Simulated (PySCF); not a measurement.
C4H5, SMILES C(=C)[C]=C, multiplicity 2.

The structure is a stationary point at r2SCAN-D4/def2-SVP. The isomer is the one that the SMILES or the coordinates give; other isomers of the formula were not compared. Other conformers were not sampled.

These are r2SCAN-D4/def2-SVP (PySCF) values and carry that method's errors.

No scaling factor is applied to the harmonic values.

Give all harmonic wavenumbers and intensities. (An estimate is asked for; the answer gives what the named calculation found.)


| mode | ν (cm⁻¹) | IR (km/mol) | moving atoms (share of kinetic energy) |
|---|---|---|---|
| 1 | 206 | 5.7 | C 61 %, H 39 % |
| 2 | 208 | 1.4 | C 73 %, H 27 % |
| 3 | 488 | 0.0 | H 94 % |
| 4 | 519 | 4.3 | H 65 %, C 35 % |
| 5 | 566 | 4.9 | C 77 %, H 23 % |
| 6 | 736 | 38.6 | H 70 %, C 30 % |
| 7 | 852 | 51.7 | H 74 %, C 26 % |
| 8 | 907 | 0.2 | C 54 %, H 46 % |
| 9 | 917 | 19.7 | H 85 %, C 15 % |
| 10 | 953 | 0.1 | H 69 %, C 31 % |
| 11 | 1075 | 0.4 | H 58 %, C 42 % |
| 12 | 1202 | 0.6 | C 54 %, H 46 % |
| 13 | 1352 | 0.0 | H 77 %, C 23 % |
| 14 | 1421 | 2.1 | H 75 %, C 25 % |
| 15 | 1480 | 3.7 | H 59 %, C 41 % |
| 16 | 1932 | 25.2 | C 98 % |
| 17 | 3077 | 9.9 | H 95 % |
| 18 | 3117 | 3.0 | H 92 % |
| 19 | 3155 | 1.7 | H 90 %, C 10 % |
| 20 | 3160 | 4.5 | H 95 % |
| 21 | 3279 | 3.0 | H 89 %, C 11 % |
